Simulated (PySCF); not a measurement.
Compound: C6H7Cl.
Z-matrix (Å and degrees, GFN2-xTB geometry), rows numbered from 1:
```
Cl
C   1  1.7162
C   2  1.3288  1  126.47
C   3  1.5029  2  111.36  1   177.96
C   4  1.5199  3  103.87  2     3.67
C   5  1.4959  4  116.49  3    61.92
C   2  1.4806  1  120.99  3  -178.97
H   3  1.0745  2  126.37  1    -1.53
H   4  1.0929  3  110.58  2  -116.01
H   4  1.0924  3  111.41  2   124.38
H   5  1.0793  4  118.10  3  -145.84
H   6  1.0794  5  117.92  7  -107.39
H   6  1.0795  5  118.49  7   107.85
H   7  1.0786  2  119.42  1   -34.80
```

The closed-shell SCF was solved with PySCF and density fitting under several settings on one GFN2-xTB geometry (grid level 2 and gas phase unless stated).

```
                                                            settings  basis functions  SCF cycles     E (Eh)  HOMO (eV)  LUMO (eV)  dipole (D)
                            PBE0/pcSseg-1, energy threshold 1e-08 Eh              161           9  -692.5234      -6.70       0.18        1.99
                                     HF/pcSseg-1, start guess huckel              161          12  -690.6562      -9.10       4.08        2.20
PW91/IGLO-II, IEF-PCM chloroform, fitting basis def2-universal-jkfit              209          11  -692.9210      -5.49      -0.75        2.09
                                                        B97-2/6-31G*              116          14  -692.9383      -6.23       0.47        1.99
```

Question: Estimate the row for these settings: WP04/pcSseg-1, IEF-PCM chloroform, level shift 0.2 Eh.

Answer: 
```json
{"settings": "WP04/pcSseg-1, IEF-PCM chloroform, level shift 0.2 Eh", "basis functions": "161", "SCF cycles": "10", "E (Eh)": "-703.0304", "HOMO (eV)": "-7.83", "LUMO (eV)": "-1.92", "dipole (D)": "2.46"}
```

Question: Over all rows, what range does the HOMO–LUMO gap span?

Answer: From 4.74 eV (PW91/IGLO-II, IEF-PCM chloroform, fitting basis def2-universal-jkfit) to 13.18 eV (HF/pcSseg-1, start guess huckel). The functional of the narrowest has no exact exchange, that of the widest 100 % exact exchange.

Cycle counts include a coarse-grid stage where the run had one. All basis functions are spherical, in the Pople sets too. WP04 was designed for NMR shieldings or shifts; total energies of different functionals aren't comparable. The species at its GFN2-xTB geometry.
